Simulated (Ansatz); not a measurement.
Cost and result for the atomization energy of CH₆S₃Si, SMILES `SC[SiH2]SS` (11 atoms, 10 bonds).

```xyz
11

S     0.1247   -1.8962    1.9450
C     0.8894   -0.8443    0.6862
Si   -0.4119    0.3336    0.0102
S     0.4732    1.3083   -1.6864
S    -1.1203    2.5564   -2.0912
H     1.2511   -2.4296    2.4457
H     1.3045   -1.4489   -0.1234
H     1.6898   -0.2459    1.1271
H    -1.6195   -0.4123   -0.4250
H    -0.7845    1.3446    1.0274
H    -1.7966    1.7343   -2.9155
```

The species carries charge 0 and has multiplicity 1. Geometry: relaxed with PBE0-D4/def2-TZVP. It is one conformer, not always the lowest. Program: Ansatz. All runs use 4 threads of an AMD EPYC 7R43 on a shared host. Times are those of one run each, without the atoms' runs, and a repeat can differ threefold. Electronic energies, without spin–orbit coupling; frozen cores. CCSD(T)/CBS adds CCSD(T) − MP2 in def2-TZVPP to the MP2 limit, and its time is that of the two runs behind it. T1 = 0.011. B3LYP takes the VWN-RPA correlation (the form of Gaussian; ORCA's B3LYP/G).

CCSD(T)/CBS is a level of theory with its own doubt, some kJ/mol a heavy atom from the limit and from the frozen cores, so smaller differences don't rank the functionals.

```csv
level,functions,wall time
PBE-D4/def2-TZVPP (with forces),283,3.2 s
PBE0-D4/def2-TZVPP,283,4.6 s
r2SCAN-D4/def2-TZVPP (with forces),283,6 s
B3LYP-D4/def2-TZVPP (with forces),283,7 s
B2PLYP/def2-TZVPP,283,7.5 s
ωB97X-V/def2-TZVPP,283,10 s
ωB97M-V/def2-TZVPP (with forces),283,14 s
MP2/def2-QZVPP,517,28 s
CCSD(T)/def2-TZVPP,283,3.2 min
CCSD(T)/CBS(def2),–,3.6 min
```

Q: What atomization energy does each give, and how far from CCSD(T)/CBS? (Best estimate.)

A: Computed: 
```
                             level  atomization (kJ/mol)  difference from CCSD(T)/CBS  per bond
   PBE-D4/def2-TZVPP (with forces)                3505.9                         47.5       4.7
                PBE0-D4/def2-TZVPP                3458.8                          0.4       0.0
r2SCAN-D4/def2-TZVPP (with forces)                3469.7                         11.3       1.1
 B3LYP-D4/def2-TZVPP (with forces)                3438.7                        -19.7      -2.0
                 B2PLYP/def2-TZVPP                3384.6                        -73.8      -7.4
                ωB97X-V/def2-TZVPP                3486.2                         27.8       2.8
  ωB97M-V/def2-TZVPP (with forces)                3484.8                         26.4       2.6
                    MP2/def2-QZVPP                3442.6                        -15.8      -1.6
                CCSD(T)/def2-TZVPP                3342.2                       -116.2     -11.6
                 CCSD(T)/CBS(def2)                3458.4                          0.0       0.0
```

From PBE to PBE0 (25 % exact exchange), in def2-TZVPP and without D4, the atomization energy moves by −42.4 kJ/mol: exact exchange takes away binding that semilocal exchange gives to molecules. The D4 term adds +52.7 kJ/mol with B3LYP and +27.6 kJ/mol with PBE0; it sums over pairs of atoms, weighted by their polarisabilities, and B3LYP, whose exchange is more repulsive, gets the larger term. In def2-TZVPP, CCSD(T) changes the Hartree–Fock value by +900.5 kJ/mol (the triples alone add +60.2 kJ/mol) and MP2 by +932.5 kJ/mol; breaking electron pairs costs correlation energy, which Hartree–Fock lacks.
